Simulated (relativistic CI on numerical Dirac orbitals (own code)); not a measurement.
# Ir7+ (5d2) in a crystal field

Calculated by Dirac-Coulomb-Breit CI, orbitals from a KLI potential per configuration, model QED, valence Slater integrals scaled by 0.75, one configuration in a parametric crystal field (own radial code).

Field parameters in Wybourne normalisation: D3d B²₀ = −7Dσ, B⁴₀ = −14Dq − 21Dτ, B⁴₃ = −14√(10/7) Dq. The field is a parameter set, without covalency.

S is read from ⟨S²⟩ = S(S + 1).

Levels (cm⁻¹, degeneracy): 0 (2), 471 (1), 1594 (2), 10416 (2), 11574 (1), 12015 (1), 16739 (2), 18708 (1), 19984 (2), 27842 (1), 30145 (2), 30634 (1).

Question: Which field gives this pattern?
A. D3d, 10Dq = 24350, Dσ = 330, Dτ = -180 cm⁻¹
B. D3d, 10Dq = 24350, Dσ = -550, Dτ = -180 cm⁻¹
C. D3d, 10Dq = 24350, Dσ = -330, Dτ = -180 cm⁻¹
D. D3d, 10Dq = 24350, Dσ = 980, Dτ = -180 cm⁻¹

Answer: B. D3d, 10Dq = 24350, Dσ = -550, Dτ = -180 cm⁻¹, ground level with S = 0.94.
